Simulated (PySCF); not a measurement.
**19F chemical shifts**

- PBE0/pcSseg-1 with gauge-including orbitals
- geometry: GFN2-xTB
- run in PySCF 2.14.0 with density-fitted response routines
- fast rotation and ring inversion assumed for equivalent nuclei, a single conformation, isolated molecule, relativity neglected

Shieldings were converted by a linear fit to measured shifts: 19F (scatter 6.0 ppm rms, 7.0 ppm with the 5 outliers that the fit left out vs CFCl3, solution or neat liquid, with a term for F on sp3 carbon). Occasional misses reach two or three times the rms, and more in compound classes unlike the fitted ones.

**Question.** Give the 19F shifts of `C[Si@H]1C[C@H](F)C1`, `C=C(F)CC[SiH3]`, `C=C(F)CC[SiH3]`.

**Answer.** 
```json
{"compound": "C[Si@H]1C[C@H](F)C1", "environment": "fluorine on an sp3 carbon", "δ (ppm)": "-139.4"}
{"compound": "C=C(F)CC[SiH3]", "environment": "vinylic fluorine", "δ (ppm)": "-96.6"}
{"compound": "C=C(F)CC[SiH3]", "environment": "vinylic fluorine", "δ (ppm)": "-96.6"}
```

**Question.** Match the shifts -89.4, -139.4, -190.2, -198.4, -209.0 ppm to `C[C@@H](F)[SiH2][Si@H]([SiH3])S`, `CC[C@@](C)([SiH3])[C@H]1C[C@@H]1F`, `CC(C)([SiH3])/C(C#N)=C\F`, `C[Si@H]1C[C@H](F)C1`, `C[Si@@H]1CCC[C@]1(F)C#N`.

**Answer.** -89.4: CC(C)([SiH3])/C(C#N)=C\F (vinylic fluorine); -139.4: C[Si@H]1C[C@H](F)C1 (fluorine on an sp3 carbon); -190.2: C[Si@@H]1CCC[C@]1(F)C#N (fluorine on an sp3 carbon); -198.4: C[C@@H](F)[SiH2][Si@H]([SiH3])S (fluorine on an sp3 carbon); -209.0: CC[C@@](C)([SiH3])[C@H]1C[C@@H]1F (fluorine on an sp3 carbon).
